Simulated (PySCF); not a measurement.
Partial charges of `O=S(=O)([O-])[C@@H]1CCC[C@@H](F)C1`

C6H10FO3S (charge -1).
Numbering: `[O:1]=[S:2](=[O:3])([O-:4])[C@@H:5]1[CH2:6][CH2:7][CH2:8][C@@H:9]([F:10])[CH2:11]1` (hydrogens: H12 on C5; H13, H14 on C6; H15, H16 on C7; H17, H18 on C8; H19 on C9; H20, H21 on C11)

Structure used (GFN2-xTB), in Å, numbered top down from 1:
```
atom  x, y, z in Å
O1     1.6551    1.1464    1.1122
S2     2.1742    0.1455    0.1781
O3     2.8829   -0.9461    0.8398
O4     2.9002    0.7302   -0.9469
C5     0.7346   -0.6962   -0.6224
C6    -0.0264    0.3095   -1.4570
C7    -0.7855    1.2832   -0.5627
C8    -1.7063    0.5176    0.3812
C9    -0.8496   -0.3726    1.2686
F10   -1.6833   -1.0442    2.1743
C11   -0.0815   -1.3917    0.4444
H12    1.2384   -1.4275   -1.2547
H13    0.7106    0.8534   -2.0512
H14   -0.7260   -0.1969   -2.1365
H15   -1.3640    1.9869   -1.1685
H16   -0.0522    1.8315    0.0298
H17   -2.4071   -0.1050   -0.1858
H18   -2.2855    1.2045    1.0029
H19   -0.1541    0.2276    1.8616
H20    0.6117   -1.9378    1.0876
H21   -0.7949   -2.1012    0.0047
```

Density: PBE0/pcSseg-1 (PySCF); schemes: Mulliken, IAO, Hirshfeld and ESP-fitted. One conformer (not necessarily the lowest) at the GFN2-xTB geometry, without solvent, vibrations or thermal averaging. The pcSseg-1 basis has no diffuse functions, a weakness for an anion.

Do the Mulliken, IAO, Hirshfeld and ESP-fitted schemes agree on where the charge is lowest?

The schemes don't all agree: Mulliken O1 (-0.639); IAO O4 (-0.977); Hirshfeld O3 and O4 (-0.413); ESP-fitted O3 (-0.665).

For which atoms does the sign change between the 4 schemes (beyond +0.03 e in one, beyond −0.03 e in another)?

C7.

At which atom do the 4 schemes differ most?

At S2: from +0.457 (Hirshfeld) to +2.179 e (IAO), 1.722 e apart.

Tabulate the Mulliken, IAO, Hirshfeld and ESP-fitted charges.

In e:

```json
{"atom": "O1", "environment": "oxygen bonded to S", "Mulliken": "-0.639", "IAO": "-0.967", "Hirshfeld": "-0.365", "ESP-fitted": "-0.624"}
{"atom": "S2", "environment": "sulfonyl sulfur", "Mulliken": "+1.219", "IAO": "+2.179", "Hirshfeld": "+0.457", "ESP-fitted": "+1.119"}
{"atom": "O3", "environment": "oxygen bonded to S", "Mulliken": "-0.636", "IAO": "-0.976", "Hirshfeld": "-0.413", "ESP-fitted": "-0.665"}
{"atom": "O4", "environment": "oxygen bonded to S", "Mulliken": "-0.638", "IAO": "-0.977", "Hirshfeld": "-0.413", "ESP-fitted": "-0.660"}
{"atom": "C5", "environment": "sp3 carbon bound to sulfur", "Mulliken": "-0.495", "IAO": "-0.330", "Hirshfeld": "-0.054", "ESP-fitted": "+0.007"}
{"atom": "C6", "environment": "ring CH2 carbon", "Mulliken": "-0.147", "IAO": "-0.265", "Hirshfeld": "-0.085", "ESP-fitted": "-0.241"}
{"atom": "C7", "environment": "ring CH2 carbon", "Mulliken": "-0.241", "IAO": "-0.267", "Hirshfeld": "-0.083", "ESP-fitted": "+0.110"}
{"atom": "C8", "environment": "ring CH2 carbon", "Mulliken": "-0.207", "IAO": "-0.269", "Hirshfeld": "-0.088", "ESP-fitted": "-0.272"}
{"atom": "C9", "environment": "sp3 C–F carbon", "Mulliken": "+0.166", "IAO": "+0.172", "Hirshfeld": "+0.051", "ESP-fitted": "+0.469"}
{"atom": "F10", "environment": "alkyl fluorine", "Mulliken": "-0.377", "IAO": "-0.365", "Hirshfeld": "-0.156", "ESP-fitted": "-0.367"}
{"atom": "C11", "environment": "ring CH2 carbon", "Mulliken": "-0.134", "IAO": "-0.282", "Hirshfeld": "-0.095", "ESP-fitted": "-0.301"}
{"atom": "H12", "environment": "methine hydrogen", "Mulliken": "+0.123", "IAO": "+0.145", "Hirshfeld": "+0.032", "ESP-fitted": "+0.043"}
{"atom": "H13", "environment": "methylene hydrogen", "Mulliken": "+0.136", "IAO": "+0.153", "Hirshfeld": "+0.027", "ESP-fitted": "+0.063"}
{"atom": "H14", "environment": "methylene hydrogen", "Mulliken": "+0.083", "IAO": "+0.104", "Hirshfeld": "+0.018", "ESP-fitted": "+0.049"}
{"atom": "H15", "environment": "methylene hydrogen", "Mulliken": "+0.084", "IAO": "+0.112", "Hirshfeld": "+0.022", "ESP-fitted": "-0.021"}
{"atom": "H16", "environment": "methylene hydrogen", "Mulliken": "+0.157", "IAO": "+0.164", "Hirshfeld": "+0.023", "ESP-fitted": "+0.012"}
{"atom": "H17", "environment": "methylene hydrogen", "Mulliken": "+0.082", "IAO": "+0.110", "Hirshfeld": "+0.019", "ESP-fitted": "+0.057"}
{"atom": "H18", "environment": "methylene hydrogen", "Mulliken": "+0.101", "IAO": "+0.125", "Hirshfeld": "+0.027", "ESP-fitted": "+0.049"}
{"atom": "H19", "environment": "methine hydrogen", "Mulliken": "+0.134", "IAO": "+0.163", "Hirshfeld": "+0.025", "ESP-fitted": "+0.017"}
{"atom": "H20", "environment": "methylene hydrogen", "Mulliken": "+0.141", "IAO": "+0.157", "Hirshfeld": "+0.029", "ESP-fitted": "+0.082"}
{"atom": "H21", "environment": "methylene hydrogen", "Mulliken": "+0.089", "IAO": "+0.115", "Hirshfeld": "+0.022", "ESP-fitted": "+0.075"}
```

Mean size of the charges over all atoms: IAO 0.400 e, Mulliken 0.287 e, ESP-fitted 0.253 e, Hirshfeld 0.119 e. Each set sums to the total charge, -1, to within 0.002 e. The ESP scheme is a least-squares fit of atom-centred charges to the potential on four shells outside the van der Waals surface, with the total charge fixed. The Mulliken scheme counts on each atom the diagonal of the density matrix times the overlap matrix over that atom's basis functions.

Sum the charges by element, for elements with more than one atom.

| element | atoms | Mulliken | IAO | Hirshfeld | ESP-fitted |
| --- | --- | --- | --- | --- | --- |
| O | 3 | -1.914 | -2.921 | -1.191 | -1.949 |
| C | 6 | -1.059 | -1.240 | -0.356 | -0.228 |
| H | 10 | +1.130 | +1.348 | +0.245 | +0.425 |

How closely do the schemes follow one another over all atoms?

Correlation coefficient and root-mean-square difference: Mulliken with IAO 0.98, 0.252 e; IAO with Hirshfeld 0.96, 0.455 e; Mulliken with Hirshfeld 0.95, 0.233 e; Hirshfeld with ESP-fitted 0.95, 0.218 e; IAO with ESP-fitted 0.94, 0.299 e; Mulliken with ESP-fitted 0.91, 0.167 e.

How many electrons does the Mulliken scheme count on S2?

Z − q = 16 − (+1.219) = 14.781.
